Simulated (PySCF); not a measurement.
An unknown is described by computed data only.

Formula: C2H8O2Si.

* 1H NMR: chemical shifts (computed TMS as zero) by class: 1.20 (2 H), 0.09 (6 H) ppm [GIAO B97-2/pcSseg-2]
* 13C NMR: chemical shifts (computed TMS as zero) by class: 1.1 (2 C) ppm [GIAO B97-2/pcSseg-2]
* Dipole: 1.74 D [B97-2/pcSseg-2]
* NMR, other nuclei: isotropic shieldings of nuclei other than C and H, by class: 281 (2 O), 345 (1 Si) ppm [GIAO B97-2/pcSseg-2]
* Rotational structure: rotational constants A, B, C: 3.631, 3.573, 3.291 GHz [PBE0-D3(BJ)/def2-TZVP]

Gas-phase values; electronic properties from PySCF, density fitting. Levels stand in brackets. Isolated species at its PBE0-D3(BJ)/def2-TZVP geometry (one conformer only). Each NMR value is the plain mean over a class of atoms that symmetry, rotation or inversion makes alike.

Problem. What is the compound? Reason from the data.

Solution. Numbering: `[CH3:1][Si:2]([CH3:3])([OH:4])[OH:5]`. Its formula, C2H8O2Si, gives 0 degrees of unsaturation, so no ring and no π bond. 2 carbons fall into 1 class: Si-methyl carbon [C1/C3] (1.1 ppm, 2 C). Hydrogen classes from least to most shielded: 2 H on 2 silanol oxygens, O4/O5 (1.20 ppm), 6 H on 2 Si-methyl carbons, C1/C3 (0.09 ppm). The other shieldings belong to: 281 ppm, silanol oxygen [O4/O5]; 345 ppm, oxygen-bound silicon [Si2]. By its constants the optimised geometry is a nearly oblate symmetric top. Structure: `C[Si](C)(O)O`. The assignments are read from this structure; whether some other isomer fits the data as well wasn't checked.

Shape of the structure used: `[CH3:1][Si:2]([CH3:3])([OH:4])[OH:5]`: H–O4–Si2–C1 -60°, H–O5–Si2–C1 -127°.
